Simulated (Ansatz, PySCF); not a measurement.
Reaction (SMILES): [CH3][Ge]([CH3])([CH3])[N]=C=O [isocyanato(trimethyl)germane] + 8 [H][H] (H2) -> 4 C (CH4) + [GeH4] (GeH4) + N (NH3) + O (H2O)
Each molecule is optimised on its own at B3LYP-D3(BJ)/def2-TZVP (Ansatz, a first-principles code), one conformer each, not searched for the lowest.
Geometry of the first species:
```
Ge
N 1 1.8677
C 2 1.1972 1 143.87
O 3 1.1739 1 161.10 2 180.00
C 1 1.9524 2 104.67 3 -180.00
H 5 1.0896 1 110.04 2 59.90
H 5 1.0896 6 108.73 1 120.59
H 5 1.0905 6 108.81 7 118.37
C 1 1.9575 2 106.61 3 60.27
H 9 1.0895 1 110.08 2 58.48
H 9 1.0897 10 108.82 1 120.92
H 9 1.0908 10 108.78 11 118.28
C 1 1.9575 2 106.61 3 -60.27
H 13 1.0895 1 110.08 2 -58.48
H 13 1.0897 14 108.82 1 -120.92
H 13 1.0908 14 108.78 15 -118.28
```

Quantity: energy of full hydrogenation (enthalpy at 298 K, with B3LYP-D3(BJ) rigid-rotor harmonic-oscillator terms from PySCF), in eV. Correlated levels leave the core frozen unless marked. No spin-orbit coupling. The frozen core is the preceding noble-gas configuration, with the filled d and f shells of earlier blocks. Non-relativistic. CBS marks a two-point X^-3 extrapolation of the correlation energy; Hartree-Fock from the larger set.

```
level                           program  energy of full hydrogenation (eV)
-----------------------  --------------  ---------------------------------
SVWN5/def2-TZVPD                 Ansatz                              -3.25
PBE0/6-31G*                      Ansatz                              -2.86
PBE0-D4/def2-TZVPD       Ansatz + dftd4                              -2.95
BHLYP-D3(BJ)/def2-TZVPD  Ansatz + dftd3                              -3.10
```

### Question
Predict the CCSD(T)/CBS(cc-pVTZ,cc-pVQZ) result (Ansatz).

### Answer
-2.71 eV
